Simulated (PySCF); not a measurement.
C₃H₉Bi (SMILES [CH3][Bi]([CH3])[CH3]), singlet, at a GFN2-xTB geometry (such geometries of metal compounds can be far from the true shape) (core potentials on Bi). Base run: PySCF with TPSS/def2-SV(P).

Input for PySCF:
```python
from pyscf import gto, scf, dft

mol = gto.Mole()
mol.atom = '''
    Bi   -0.002659   -0.004640    0.327743
    C    -1.054870   -1.539191   -0.968824
    H    -0.644258   -2.523836   -0.787761
    H    -0.909467   -1.279089   -2.007316
    H    -2.114519   -1.549539   -0.749581
    C    -0.805824    1.709749   -0.920807
    H    -0.653336    1.483239   -1.966131
    H    -0.285046    2.626103   -0.675622
    H    -1.863857    1.841177   -0.735861
    C     1.883531   -0.130710   -0.925042
    H     1.611031   -0.120001   -1.970456
    H     2.416855   -1.046397   -0.705692
    H     2.526288    0.714369   -0.716193
'''
mol.basis = 'def2-sv(p)'
mol.ecp = {'Bi': 'def2-sv(p)'}
mol.charge = 0
mol.spin = 0
mol.verbose = 4
mol.build()

mf = dft.RKS(mol)
mf.xc = 'tpss'
mf.kernel()
```

The job was repeated with other settings on one machine. Differences are taken from the largest grid of the series, which the next largest meets within 10 µEh (grids.atom_grid = (150, 974): -334.200623 Eh). The cheapest run took around 3 core-seconds (rough).

```json
[
 {"setting": "grids.atom_grid = (30, 110)", "grid points": "32040", "cost, times the cheapest (rough)": "1", "difference in total energy (µEh)": "8107"},
 {"setting": "grids.atom_grid = (50, 194)", "grid points": "85928", "cost, times the cheapest (rough)": "3", "difference in total energy (µEh)": "-349"},
 {"setting": "grids.level = 2", "grid points": "97168", "cost, times the cheapest (rough)": "3", "difference in total energy (µEh)": "19"},
 {"setting": "base", "grid points": "154072", "cost, times the cheapest (rough)": "3", "difference in total energy (µEh)": "6"},
 {"setting": "grids.atom_grid = (75, 302)", "grid points": "189336", "cost, times the cheapest (rough)": "5", "difference in total energy (µEh)": "31"},
 {"setting": "grids.level = 4", "grid points": "261112", "cost, times the cheapest (rough)": "7", "difference in total energy (µEh)": "1"},
 {"setting": "grids.level = 5", "grid points": "390752", "cost, times the cheapest (rough)": "8", "difference in total energy (µEh)": "1"},
 {"setting": "grids.atom_grid = (99, 590)", "grid points": "422448", "cost, times the cheapest (rough)": "9", "difference in total energy (µEh)": "2"},
 {"setting": "grids.atom_grid = (150, 974)", "grid points": "1056304", "cost, times the cheapest (rough)": "20", "difference in total energy (µEh)": "reference"}
]
```

Times come from a shared machine, hold the start-up and are rough.
